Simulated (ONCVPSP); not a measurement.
# What one change does to a pseudopotential (Cd, ONCV)

- Element: cadmium
- Generator: ONCVPSP 4.0.1
- Type: optimised norm-conserving Vanderbilt (ONCV)
- Functional: PBE
- Relativity: scalar-relativistic
- Frozen core: [Ar] 3d10
- Valence charge: 20
- Reference configuration: 4s2 4p6 4d10 5s2
- Partial waves: 4s+5s: rc 1.45 bohr, ncon 4, nbas 9, qcut 7.4 1/bohr, 3 projectors, debl 3.6 Ha; 4p: rc 1.60 bohr, ncon 3, nbas 8, qcut 8.5 1/bohr, 2 projectors, debl 0.3 Ha; 4d: rc 1.35 bohr, ncon 4, nbas 8, qcut 10.9 1/bohr, 2 projectors, debl 3.8 Ha
- Local potential: polynomial inside 1.00 bohr (lpopt 5, dvloc0 3 Ha)
- Core correction: none

In the p channel the program set the typed energies aside and used -2.461, 0.250 Ha.

Change: p: qcut 12.7.

Cutoffs: the cutoffs (Ha) at which the residual kinetic energy of the hardest occupied pseudo-wave falls to 1 and 0.1 mHa per electron; they do not see the model core or the augmentation charge, which bear on the density cutoff. Errors are all-electron minus pseudo energies relative to the spin-unpolarised reference configuration.

Task: How do hardness, ghosts and transferability respond?

Result: The potential gets harder (38 Ha and 46 Ha → 41 Ha and 50 Ha); the errors of the 4 common tests hardly move; neither file shows a bound ghost. The waves are optimised to have the least kinetic energy above qcut, so the cutoff follows it (qcut²/2 in Ha).

```csv
quantity,base,changed
"cutoff, loose",38 Ha,41 Ha
"cutoff, tight",46 Ha,50 Ha
loose cutoff by channel,"s 22 Ha, p 22 Ha, d 38 Ha","s 22 Ha, p 41 Ha, d 38 Ha"
bound ghosts,none,none
GHOST(+) flags under 300 eV,none,none
"error for 4s2 4p6 4d10 5s1, meV [ΔE 9.27 eV]",-1.7,-1.7
"error for 4s2 4p6 4d10 5s0, meV [ΔE 26.40 eV]",-5.9,-5.4
"error for 4s2 4p6 4d9 5s0, meV [ΔE 64.41 eV]",-10,-11
"error for 4s2 4p6 4d10 5s1 5p1, meV [ΔE 4.67 eV]",-0.7,-0.7
s: phases at 1.47 bohr within 0.05 rad from the reference energy up to (Ha; the scan ends near 5),to the end of the scan,to the end of the scan
p: phases at 1.63 bohr within 0.05 rad from the reference energy up to (Ha; the scan ends near 5),to the end of the scan,to the end of the scan
d: phases at 1.37 bohr within 0.05 rad from the reference energy up to (Ha; the scan ends near 5),to the end of the scan,to the end of the scan
```
